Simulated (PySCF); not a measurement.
# Worked example: oscillator strength and radiative lifetime

Si(F)2(NH2)2 (F₂H₄N₂Si), SMILES N[Si](N)(F)F.

Geometry optimised at PBE0-D3(BJ)/def2-SVP. One conformer was computed; it need not be the lowest.

TDA-LC-ωPBE/def2-SVPD (PySCF 2.14.0) puts the first singlet state with f over 0.02 at 7.79 eV (vertical), with the transition dipole (0.000, 0.000, -0.477) in atomic units.

Q: Find the oscillator strength, the wavelength and the radiative lifetime that this transition would have in vacuum if emission retraced absorption.

A: 
|μ|² = 0.2275 au, so |μ| = 1.21 D. ΔE = 7.79/27.211 = 0.2863 hartree. f = (2/3) ΔE |μ|² = 0.043 (the program prints 0.043).
λ = 1239.84/7.79 = 159 nm; ν = 62831 cm⁻¹.
Einstein's coefficient A = 0.6670 ν² f s⁻¹ (ν in cm⁻¹) = 1.1e8 s⁻¹, so τ = 1/A = 8.7 ns. This state is S1. The figure is the radiative limit of this one transition; relaxation, internal conversion, crossing to triplets and a medium change what is measured.
